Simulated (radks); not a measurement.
Results of a calculation; reference values are marked as such.
Xe V, configuration [Kr] 4d10 5s2 5p1.75 5d0.25 (fractional occupations, a model configuration).

Code: a radial shooting solver on a logarithmic mesh with Libxc functionals. Model: scalar-relativistic Kohn-Sham, PBE, spin-unpolarised, spherical densities, point nucleus.

Energy parts (Ry):
| part | energy |
|---|---|
| total | -14886.30384 |
| kinetic | 15655.60701 |
| electron-nucleus | -35856.91023 |
| Hartree | 5685.10389 |
| exchange-correlation | -370.10451 |

Orbitals (lengths in bohr, moments of r in powers of bohr):
1s: occ. 2; eigenvalue (Ry) -2529.997; <r^2> 0.0009637; <r^4> 2.434e-06
2s: occ. 2; eigenvalue (Ry) -396.7418; <r^2> 0.01549; <r^4> 0.0004120
2p: occ. 6; eigenvalue (Ry) -356.3499; <r^2> 0.01228; <r^4> 0.0002986
3s: occ. 2; eigenvalue (Ry) -83.96003; <r^2> 0.1072; <r^4> 0.01747
3p: occ. 6; eigenvalue (Ry) -70.91558; <r^2> 0.1074; <r^4> 0.01832
3d: occ. 10; eigenvalue (Ry) -51.57807; <r^2> 0.09324; <r^4> 0.01582
4s: occ. 2; eigenvalue (Ry) -18.00861; <r^2> 0.5786; <r^4> 0.4905
4p: occ. 6; eigenvalue (Ry) -13.87330; <r^2> 0.6631; <r^4> 0.6642
4d: occ. 10; eigenvalue (Ry) -7.83551; <r^2> 0.8792; <r^4> 1.284
4f: occ. 0; eigenvalue (Ry) -2.00084; <r^2> 3.276; <r^4> 23.72
5s: occ. 2; eigenvalue (Ry) -4.56943; <r^2> 3.251; <r^4> 15.15
5p: occ. 1.75; eigenvalue (Ry) -3.54138; <r^2> 4.197; <r^4> 25.56
5d: occ. 0.25; eigenvalue (Ry) -2.19029; <r^2> 7.217; <r^4> 77.12
6s: occ. 0; eigenvalue (Ry) -1.90878; <r^2> 13.45; <r^4> 246.4

The highest occupied level is 5d at -29.800 eV. Summed over all electrons, <r^2> = 31.48 bohr^2, which gives a Langevin (diamagnetic) susceptibility term of -24.9 x 10^-6 cm^3/mol.
